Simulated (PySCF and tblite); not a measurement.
Results of a calculation; reference values are marked as such.
C₉H₈, numbered as in [CH:1]#[C:2][C:3]1=[CH:4][CH2:5][CH2:6][C@@H:7]1[C:8]#[CH:9].

Conformers came from 60 starts (ETKDG and KDG, MMFF94s, GFN2-xTB); geometries are GFN2-xTB. Free energies are PBE0-D3(BJ)/pcSseg-1 single points with GFN2-xTB rigid-rotor and vibrational terms (modes under about 100 cm⁻¹ blended into free rotors). Symmetry numbers and mirror images are counted. Conformers within 3 kcal/mol (GFN2-xTB free energy) were kept, 10 at most. Of two unlike H on one atom, a is the less shielded (PBE0/pcSseg-1). (PySCF 2.14, tblite 0.8.)

An NOE distance is ⟨r⁻⁶⟩^(−1/6) over all pairs of like atoms and, for the average, over conformers.

The 5-ring runs over atoms 3–4–5–6–7.

```
conformer                                                  shape  weight %
        1  5-ring envelope (ring torsions -13, 21, -21, 14, -1°)      55.1
        2   5-ring envelope (ring torsions 12, -19, 19, -12, 0°)      44.9
```

**Question.** Which H–H contacts under 3.5 Å would NOEs report (pairs on one atom left out) at 298.15 K?

**Answer.** 
```json
{"pair": "H5b ··· H6a", "in 1 (Å)": "2.36", "in 2 (Å)": "2.39", "average (Å)": "2.37"}
{"pair": "H6a ··· H7", "in 1 (Å)": "2.35", "in 2 (Å)": "2.39", "average (Å)": "2.37"}
{"pair": "H5a ··· H6b", "in 1 (Å)": "2.39", "in 2 (Å)": "2.36", "average (Å)": "2.38"}
{"pair": "H4 ··· H5b", "in 1 (Å)": "2.60", "in 2 (Å)": "2.69", "average (Å)": "2.64"}
{"pair": "H4 ··· H5a", "in 1 (Å)": "2.70", "in 2 (Å)": "2.60", "average (Å)": "2.65"}
{"pair": "H5b ··· H6b", "in 1 (Å)": "2.80", "in 2 (Å)": "3.02", "average (Å)": "2.88"}
{"pair": "H6b ··· H7", "in 1 (Å)": "2.80", "in 2 (Å)": "3.02", "average (Å)": "2.88"}
{"pair": "H5a ··· H6a", "in 1 (Å)": "3.02", "in 2 (Å)": "2.81", "average (Å)": "2.92"}
```

Longer pairs under the limit may be missing.
